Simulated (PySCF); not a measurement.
# HCuO, singlet: computed properties

Method: PBE0/[Cu def2-TZVP, O def2-TZVP, H def2-TZVP], no relativity, density fitting, PySCF.

The structure is a minimum.

```xyz
3
charge 0 multiplicity 1, angstrom
Cu    0.0464    0.0000   -0.3810
O    -0.2222    0.0000    1.3838
H     0.6299    0.0000    1.8292
```

```
Point group                                                                   : Cs
Bond lengths                                                                  : Cu–O 1.785 Å, O–H 0.962 Å
Bond angles                                                                   : Cu–O–H 108.9°
Highest occupied level                                                        : -6.63 eV
Lowest empty level                                                            : -2.47 eV
Entropy at 298.15 K and 1 bar                                                 : 245.2 J/(mol K)
Atomisation energy without zero-point energy                                  : 711 kJ/mol
Principal quadrupole moments (Buckingham, traceless) about the centre of mass : -3.86, -1.34, 5.21 D Å
Principal polarisabilities                                                    : 20.3, 21.1, 33.0 bohr³
Enthalpy at 298.15 K above 0 K                                                : 10.55 kJ/mol
Zero-point energy                                                             : 31.4 kJ/mol
Heat capacity Cp at 298.15 K                                                  : 40.4 J/(mol K)
Dipole moment                                                                 : 4.12 D
Rotational symmetry number                                                    : 1
Rotational constants                                                          : 22.02, 0.3858, 0.3791 cm⁻¹
```

Harmonic modes (masses in u: Cu 62.930, O 15.995, H 1.008):
```json
{"symmetry": "a'", "ω (cm⁻¹)": "609", "IR (km/mol)": "37.6", "μ (u)": "11.17"}
{"symmetry": "a'", "ω (cm⁻¹)": "778", "IR (km/mol)": "73.0", "μ (u)": "1.10"}
{"symmetry": "a'", "ω (cm⁻¹)": "3862", "IR (km/mol)": "31.4", "μ (u)": "1.07"}
```

Charges (e):
| atom | Mulliken | Löwdin | polar tensor | Mayer order to Cu1 |
| --- | --- | --- | --- | --- |
| Cu1 | 0.44 | 0.30 | 0.58 | – |
| O2 | -0.74 | -0.44 | -0.77 | 0.97 |
| H3 | 0.30 | 0.14 | 0.19 | 0.02 |
Other Mayer orders above 0.3: O–H 0.90.

Mulliken populations on Cu1: s 6.54, p 12.16, d 9.87, f 0.00.

Only a few start shapes were tried, so a lower isomer may exist.

The final relaxation and frequency run took 19 s on 2 threads of a shared Arm Neoverse V1 host, with 82 basis functions and 13 gradients; the process peaked at 0.78 GiB.
